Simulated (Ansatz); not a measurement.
`F[SiH2]C[SiH2]`, charge 0, multiplicity 2.

**Question.** Give a relaxed structure at PBE0-D4/def2-TZVP (the Gaussian-basis code of Ansatz). (Estimate.)

**Answer.** Ansatz gave: 
```xyz
10

F    -0.279    1.934   -1.320
Si    0.066    0.370   -1.395
C     0.610   -0.219    0.278
Si   -0.613    0.084    1.674
H    -1.163   -0.341   -1.828
H     1.136    0.206   -2.409
H     0.786   -1.301    0.204
H     1.570    0.244    0.532
H    -1.961   -0.440    1.316
H    -0.151   -0.535    2.948
```
This is one stationary point; other conformers may exist.
